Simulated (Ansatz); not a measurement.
Species: CLiN, charge 0, multiplicity 1. 
Geometry from a B3LYP-D3(BJ)/def2-TZVP (Ansatz, a program for electronic structure) optimisation:
```
C
N 1 1.1597
Li 1 1.9056 2 180.00
```

Computed values are from Ansatz. Cores are frozen in the correlated levels unless marked. UHF or UKS for open shells. Spin-orbit coupling is left out. Non-relativistic. CBS marks a two-point X^-3 extrapolation of the correlation energy; Hartree-Fock from the larger set.

The atomisation energy De is 291.2 kcal/mol at CCSD(T)/CBS(def2-TZVPPD,def2-QZVPPD) and the total energy comes out as -100.2165 Eh at CCSD(T)/CBS(def2-TZVPPD,def2-QZVPPD). The dipole moment is 9.22 D at CCSD(T)/def2-SVPD and the T1 diagnostic comes out as 0.015 at CCSD/def2-QZVPPD.
